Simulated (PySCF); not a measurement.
Al2O3, SMILES [O][Al][O][Al][O] (connectivity only; charge and spin as stated), neutral, multiplicity 1. Atoms are numbered in the order given.

```xyz
5

Al     0.0000     0.0000    -1.6797
Al     0.0000     0.0000     1.6797
O      0.0000     0.0000    -3.2761
O      0.0000     0.0000     0.0000
O      0.0000     0.0000     3.2761
```

Coordinates come from a ωB97X-D3(BJ)/def2-SVP optimisation. One conformer was computed; it need not be the lowest.

Level of theory: TDDFT-PBE/def2-SVPD run with PySCF 2.14.0.

Vertical excitations; the highest root listed may be one member of a degenerate set. Isolated molecule, no solvent. State labels are in the subgroup D2h.

```tsv
state	symmetry	energy (eV)	λ (nm)	f	main pairs
S1	B3u	2.60	477	0.014	HOMO→LUMO (degenerate set)
S2	B2u	2.60	477	0.014	HOMO−1→LUMO (degenerate set)
S3	B2g	2.66	467	0.000	HOMO−3→LUMO (degenerate set)
S4	B3g	2.66	467	0.000	HOMO−2→LUMO (degenerate set)
S5	B2g	3.98	312	0.000	HOMO→LUMO+1 (degenerate set)
S6	B3g	3.98	312	0.000	HOMO−1→LUMO+1 (degenerate set)
S7	B1u	4.03	308	0.127	HOMO−4→LUMO 91 %
S8	B2u	4.05	306	0.048	HOMO−2→LUMO+1 (degenerate set)
S9	B3u	4.05	306	0.048	HOMO−3→LUMO+1 (degenerate set)
S10	Ag	4.17	297	0.000	HOMO−5→LUMO 87 %
T1	B2u	2.32	535	0	HOMO−1→LUMO (degenerate set)
T2	B3u	2.32	535	0	HOMO→LUMO (degenerate set)
T3	B3g	2.35	527	0	HOMO−2→LUMO (degenerate set)
T4	B2g	2.35	527	0	HOMO−3→LUMO (degenerate set)
```
Triplets are in the Tamm–Dancoff approximation, which puts them higher than full response would, so one can lie above its singlet here.
